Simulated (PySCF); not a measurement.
H3O3P, SMILES OP(O)O.

Geometry: B3LYP-D3(BJ)/def2-SVP. Other conformers were not sampled.

Computed with PySCF with B3LYP-D3(BJ)/def2-SVP.

Frequencies are harmonic and unscaled.

Modes within 1.5 cm⁻¹ of each other (mostly degenerate sets) share a row, with their intensities summed.

Computed harmonic wavenumbers and intensities:
```json
[
 {"mode": "1–2", "ν (cm⁻¹)": "144", "IR (km/mol)": "197.3", "Raman (Å⁴/amu)": "11.5", "depolarisation": "0.75", "moving atoms (share of kinetic energy)": "H 80 %, O 18 %"},
 {"mode": "3", "ν (cm⁻¹)": "288", "IR (km/mol)": "86.3", "Raman (Å⁴/amu)": "1.2", "depolarisation": "0.52", "moving atoms (share of kinetic energy)": "H 89 %, O 9 %"},
 {"mode": "4–5", "ν (cm⁻¹)": "368", "IR (km/mol)": "9.3", "Raman (Å⁴/amu)": "2.5", "depolarisation": "0.75", "moving atoms (share of kinetic energy)": "O 70 %, H 21 %, P 9 %"},
 {"mode": "6", "ν (cm⁻¹)": "462", "IR (km/mol)": "9.8", "Raman (Å⁴/amu)": "1.2", "depolarisation": "0.68", "moving atoms (share of kinetic energy)": "O 63 %, P 27 %, H 10 %"},
 {"mode": "7", "ν (cm⁻¹)": "831", "IR (km/mol)": "30.4", "Raman (Å⁴/amu)": "14.1", "depolarisation": "0.01", "moving atoms (share of kinetic energy)": "O 59 %, P 24 %, H 16 %"},
 {"mode": "8–9", "ν (cm⁻¹)": "839", "IR (km/mol)": "453.1", "Raman (Å⁴/amu)": "11.1", "depolarisation": "0.75", "moving atoms (share of kinetic energy)": "O 62 %, P 35 %"},
 {"mode": "10–11", "ν (cm⁻¹)": "973", "IR (km/mol)": "243.1", "Raman (Å⁴/amu)": "8.4", "depolarisation": "0.75", "moving atoms (share of kinetic energy)": "H 87 %"},
 {"mode": "12", "ν (cm⁻¹)": "1035", "IR (km/mol)": "168.4", "Raman (Å⁴/amu)": "4.3", "depolarisation": "0.59", "moving atoms (share of kinetic energy)": "H 74 %, O 17 %, P 9 %"},
 {"mode": "13–15", "ν (cm⁻¹)": "3823", "IR (km/mol)": "268.9", "Raman (Å⁴/amu)": "261.3", "depolarisation": "0.75", "moving atoms (share of kinetic energy)": "H 94 %"}
]
```
